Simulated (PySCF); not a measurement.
Precursor series Ta Cl-OH. All species are isolated molecules in the gas phase. One relaxed conformer stands for each flexible species; it need not be the lowest.

Computed with PBE-D3(BJ)/def2-TZVP // BP86-D3(BJ)/def2-SVP run with PySCF. All candidates: neutral, multiplicity 1. 

```yaml
LUMO: -1.83 eV
HOMO–LUMO gap: 5.08 eV
HOMO: -6.91 eV
```

**Question.** Which member has these values?
A. [Ta(Cl)5]
B. [Ta(Cl)3(OH)2]
C. [Ta(OH)5]
D. [Ta(Cl)4(OH)]

**Answer.** C, [Ta(OH)5]. The others give [Ta(Cl)5]: -4.49 eV, 3.36 eV, -7.84 eV; [Ta(Cl)4(OH)]: -3.62 eV, 3.87 eV, -7.49 eV; [Ta(Cl)3(OH)2]: -3.39 eV, 4.03 eV, -7.43 eV
